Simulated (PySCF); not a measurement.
C₇H₁₃ (doublet state).
Atom-mapped SMILES: `[CH2:1]=[C:2][CH2:3][CH2:4][CH2:5][CH2:6][CH3:7]` (hydrogens: H8, H9 on C1; H10, H11 on C3; H12, H13 on C4; H14, H15 on C5; H16, H17 on C6; H18, H19, H20 on C7)

Structure used (GFN2-xTB), in Å, numbered top down from 1:
```xyz
20
C7H13 angstrom
C     -2.5519    1.4123   -0.1310
C     -1.6322    0.5081    0.0108
C     -1.5171   -0.9471    0.1277
C     -0.3449   -1.5168   -0.6859
C      1.0028   -0.9935   -0.1905
C      1.1579    0.4977   -0.4669
C      2.3099    1.1278    0.2994
H     -2.3235    2.4662   -0.1887
H     -3.6184    1.1818   -0.1931
H     -1.3730   -1.2041    1.1827
H     -2.4469   -1.4293   -0.2104
H     -0.4743   -1.2514   -1.7375
H     -0.3631   -2.6062   -0.6085
H      1.8076   -1.5500   -0.6780
H      1.0813   -1.1723    0.8852
H      1.2866    0.6621   -1.5391
H      0.1909    0.9690   -0.1755
H      2.3912    2.1875    0.0678
H      3.2514    0.6470    0.0371
H      2.1605    1.0220    1.3721
```

The hyperfine couplings belong to this conformer and change with its torsions.

Method used: UKS B3LYP, pcH-1 on C H, non-relativistic, mean-field spin-orbit, GIAO (PySCF). Isolated species at its GFN2-xTB geometry (one conformer only). The geometry wasn't refined by DFT: couplings that depend on bond lengths, twists or pyramidal angles can differ widely from those at the functional's own minimum. The SCF solution wasn't tested for stability.

Q: Give the principal g shifts and their parts.

A: 
```
                    Δg (ppm)     1     2     3
relativistic mass correction  -163  -163  -163
            gauge correction    32    13    69
   orbital Zeeman/spin–orbit  -654   -12   616
                       total  -785  -162   521
```

So g = 2.00153, 2.00216, 2.00284 and g_iso = 2.00218; the tensor is rhombic: the two nearest values differ by 48 % of g3 − g1. Axes: g2 points within 11° of the C1–H9 bond.

Q: What effective moment and Curie constant follow for a powder?

A: With the mean of g² = 4.0087 and S(S+1) = 0.75: μ_eff = √(⟨g²⟩S(S+1)) = 1.734 μB and χT = 0.12505·⟨g²⟩·S(S+1) = 0.376 cm³ K/mol (cgs; spin-Hamiltonian part alone).

Q: What are the electron Larmor frequencies g μB B/h along the three axes at 3350 mT?

A: 93.8468, 93.8760, 93.9080 GHz for g1, g2 and g3, a range of 61.2 MHz.

Q: Average each term over the three axes. Which is largest in size?

A: The mass correction -163, the gauge correction 38 and the orbital-Zeeman/spin–orbit term -17 ppm, for a total of -142 ppm. The mass correction is the largest in size. The mass correction is the same along every axis, so the anisotropy comes from the other two: their spans along these axes are 55 (gauge) and 1270 ppm (orbital Zeeman/spin–orbit).

Q: In a frozen sample, at which fields do the three g values resonate at 9.5, 34, 94 and 263 GHz (hyperfine left aside), and which band first spreads them over more than twice a line width of 0.5 mT?

A: 
```csv
band,GHz,B(g3) mT,B(g2) mT,B(g1) mT,spread mT
X,9.5,338.90,339.01,339.12,0.22
Q,34.0,1212.89,1213.30,1213.68,0.79
W,94.0,3353.28,3354.42,3355.47,2.19
J,263.0,9382.05,9385.25,9388.18,6.12
```

The spread grows in proportion to the frequency. W band is the first where it exceeds 1.0 mT.

The largest Mulliken spin populations are on C2 (+0.92), C1 (-0.16), C6 (+0.09) and H9 (+0.09). No atom but C2 exceeds +0.15. The positive populations add up to 1.23 and the negative ones to -0.23, together 2S = 1.

The HOMO–LUMO gaps are 5.77 eV among the α and 5.32 eV among the β orbitals.

Hardware: one thread of an Arm Neoverse V1, no GPU, shared host with 32 logical CPUs at a one-minute load of 13. Cost: 81 s of wall time (with the writing of density and orbital grids), 0.97 GiB resident at most.
